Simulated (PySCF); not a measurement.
# Al+ (aluminium, charge +1) across methods

[Ne] 3p2, high-spin 3P determinant (an excited configuration). All numbers are calculated (PySCF 2.14, the non-relativistic Hamiltonian (point nucleus), in aug-cc-pwCVTZ (8s7p5d3f, 75 functions)).

```tsv
method	E (hartree)	mean ε 2p α (eV)	mean ε 2p β (eV)	mean ε 3p α (eV)	Σ⟨r²⟩ (bohr²)	⟨S²⟩
PBE0	-241.6414	-86.077	-85.723	-11.819	21.71	2.000
B97-3	-241.7225	-86.391	-86.071	-11.712	21.58	2.000
TPSSh	-241.7713	-83.567	-83.273	-11.339	21.61	2.000
LDA	-240.7080	-81.257	-80.965	-11.011	21.50	2.000
PBE	-241.6285	-81.207	-80.927	-11.077	21.54	2.000
PBEsol	-241.1460	-81.043	-80.769	-10.993	21.50	2.000
UHF	-241.28138	-99.563	-98.971	-13.598	22.73	2.000
r2SCAN	-241.7351	-82.975	-82.692	-11.176	21.63	2.000
```

Question: Estimate the same row for wB97M-V.

Answer: E (hartree) = -241.7295; mean ε 2p α (eV) = -88.393; mean ε 2p β (eV) = -88.062; mean ε 3p α (eV) = -13.323; Σ⟨r²⟩ (bohr²) = 22.01; ⟨S²⟩ = 2.000.
